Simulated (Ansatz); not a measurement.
Molecule: SnH3, charge 0, multiplicity 2. 
Geometry from a B3LYP-D3(BJ)/def2-TZVP (Ansatz, an electronic-structure program) optimisation:
```xyz
4

Sn    -0.0223     0.0222    -0.0102
H      0.2617    -1.1367    -1.2542
H     -0.6051    -0.7889     1.3947
H      1.4594     0.8166     0.3703
```
Charge 0, spin multiplicity 2.

Parts of the frozen-core correlation energy in def2-SVP (Ansatz, hartree). Frozen orbitals: 9; correlated occupied orbitals by spin: 4 and 3; virtual: 28 and 29. Open shells are spin-unrestricted. No spin-orbit coupling. Past Kr the def2 sets carry scalar-relativistic core potentials.

```
term                            value
-------------------------  ----------
reference (HF)             -215.03850
MP2 opposite-spin            -0.07358
MP2 same-spin                -0.00846
CCSD correlation             -0.10673
(T)                          -0.00192
CCSDT minus CCSD(T)          -0.00061
CCSDT(Q) minus CCSD(T)       -0.00065
T1 diagnostic                   0.012
largest doubles amplitude       0.041
<S^2> of the reference          0.753
```
